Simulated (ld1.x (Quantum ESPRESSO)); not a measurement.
## Transferability test, ultrasoft potential for copper

Cu, ultrasoft, made with ld1.x (Quantum ESPRESSO) 7.5 (PW91, scalar-relativistic). Core [Ar], reference 3d8 4s0 4p0 (charge +3). Waves: 4s (bound, empty): rcut 1.60, rcutus 2.10 bohr; 4s channel at -1.1 Ry: rcut 1.60, rcutus 2.10 bohr; 4p (bound, empty): rcut 1.85, rcutus 1.95 bohr; 4p channel at -1 Ry: rcut 1.85, rcutus 1.95 bohr; 3d (bound): rcut 0.80, rcutus 1.05 bohr; 3d channel at -3.05 Ry: rcut 0.80, rcutus 1.05 bohr. Local part: all-electron potential smoothed inside 1.80 bohr (lloc = -1). Core correction: Bessel-smoothed model core, default radius (core density twice the valence density). Augmentation charge: PSQ, inside the norm-conserving radii.

Energies are relative to the spin-unpolarised reference configuration 3d8 4s0 4p0; without spin polarisation the order of configurations can differ from experiment.

```json
{"valence configuration": "3d9 4s0 4p0", "charge": "+2", "ΔE all-electron (eV)": "-39.135", "error AE − PS (meV)": "-190"}
{"valence configuration": "3d10 4s0.5 4p0", "charge": "+0.5", "ΔE all-electron (eV)": "-65.581", "error AE − PS (meV)": "-432"}
{"valence configuration": "3d9 4s1 4p0", "charge": "+1", "ΔE all-electron (eV)": "-57.101", "error AE − PS (meV)": "-168"}
{"valence configuration": "3d7 4s0 4p0", "charge": "+4", "ΔE all-electron (eV)": "59.836", "error AE − PS (meV)": "-377"}
{"valence configuration": "3d9 4s1 4p1", "charge": "0", "ΔE all-electron (eV)": "-61.911", "error AE − PS (meV)": "-168"}
```

(1) What are ΔE and the potential's error for 3d10 4s1 4p0?

(2) What are ΔE and the potential's error for 3d10 4s0 4p0?

Levels in the configuration 3d9 4s0 4p0:

| level | all-electron (eV) | pseudo (eV) |
| --- | --- | --- |
| 3d | -29.736 | -29.430 |

## Answers

(1) ΔE = -68.770 eV all-electron; the error (AE − PS) is -390 meV.

(2) ΔE = -60.568 eV all-electron; the error (AE − PS) is -479 meV.
